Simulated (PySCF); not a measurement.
ClGeH3Se, SMILES Cl[Se][GeH3].

Coordinates come from a PBE-D3(BJ)/def2-SVP optimisation. The structure was generated by enumeration, and PubChem lists no compound with its InChIKey, so it may never have been made.

Method: PBE-D3(BJ)/def2-SVP (PySCF).

Frequencies are harmonic and unscaled.

```
mode  ν (cm⁻¹)  IR (km/mol)  moving atoms (share of kinetic energy)
----  --------  -----------  --------------------------------------
1           96          0.9               Cl 54 %, Ge 24 %, Se 17 %
2          119          0.0                                  H 95 %
3          270          5.7                        Ge 49 %, Se 48 %
4          382         10.5                        Cl 70 %, Se 30 %
5          501          9.3                                  H 91 %
6          515          6.1                                  H 96 %
7          771        204.2                                  H 97 %
8          823         32.0                                  H 99 %
9          847         33.4                                  H 99 %
10        2075         63.3                                 H 100 %
11        2101         72.3                                  H 98 %
12        2103         86.9                                  H 98 %
```
